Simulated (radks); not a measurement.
Species: Ni1.4+. Configuration: 1s(up 1, down 0.6) 2s2 2p6 3s2 3p6 3d9 (fractional occupations, a model configuration). All-electron calculation, scalar-relativistic Kohn-Sham, PBE, spin-polarised, spherical densities, point nucleus; open shells are filled with parallel spins first. Program: a radial shooting solver on a logarithmic mesh with Libxc functionals. Some entries of the table are withheld. Estimate them.

orbital,occ.,eigenvalue (eV),<r> (bohr)
1s up,1,-8365.481,0.05379
1s down,0.6,-8331.243,0.05390
2s up,1,-1016.524,0.2422
2s down,1,-1013.909,0.2424
2p up,3,-884.5358,0.2118
2p down,3,-882.3724,0.2120
3s up,1,(1),(2)
3s down,1,(3),(4)
3p up,3,(5),0.7686
3p down,3,(6),0.7710
3d up,5,-19.5448,0.9953
3d down,4,-18.5717,1.011

Answer. 
(1) 3s up eigenvalue (eV): -123.3205
(2) 3s up <r> (bohr): 0.7333
(3) 3s down eigenvalue (eV): -121.9196
(4) 3s down <r> (bohr): 0.7349
(5) 3p up eigenvalue (eV): -83.7660
(6) 3p down eigenvalue (eV): -82.4469
